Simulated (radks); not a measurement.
Valence configurations of Hg3+ (all share [Xe]). Method: scalar-relativistic Kohn-Sham, r2SCAN, spin-polarised, spherical densities, finite nucleus; open shells are filled with parallel spins first (spin-orbit coupling, left out, can overturn this in heavy ions); meta-GGA in the generalised Kohn-Sham scheme; Fermi nuclear charge, rms radius 5.4648 fm; computed with a radial shooting solver on a logarithmic mesh with Libxc functionals. Energies are relative to 4f14 5d9; eigenvalues in eV for spin up.

valence,E (eV),moment (Bohr magnetons),e(4f),e(5d),e(6p),e(6s)
4f14 5d9,0.000,1,-131.48,-43.222,-,-
4f14 5d7 6p2,39.610,5,-144.02,-53.377,-28.993,-
4f13.5 5d9 6s0.5,50.405,2,-140.45,-45.918,-,-35.428
4f13 5d9 6s1,104.07,3,-149.58,-48.638,-,-37.083
4f13 5d8 6s1 6p1,126.03,5,-156.05,-53.839,-28.448,-40.478
4f13 5d7 6p3,161.86,7,-164.03,-60.177,-31.483,-
4f12 5d9 6s2,223.91,3,-168.45,-53.956,-,-38.613
4f12 5d7 6s2 6p2,278.57,7,-181.88,-64.603,-31.825,-45.059
4f11 5d9 6s1 6p2,379.39,7,-190.97,-62.623,-31.314,-44.211
4f10 5d9 6s2 6p2,532.61,7,-211.26,-68.490,-32.362,-45.822

NIST lists [Xe] 4f14 5d9 as the ground configuration; this level of theory agrees among the configurations tried. The energies are those of spherical high-spin densities, not of single terms.
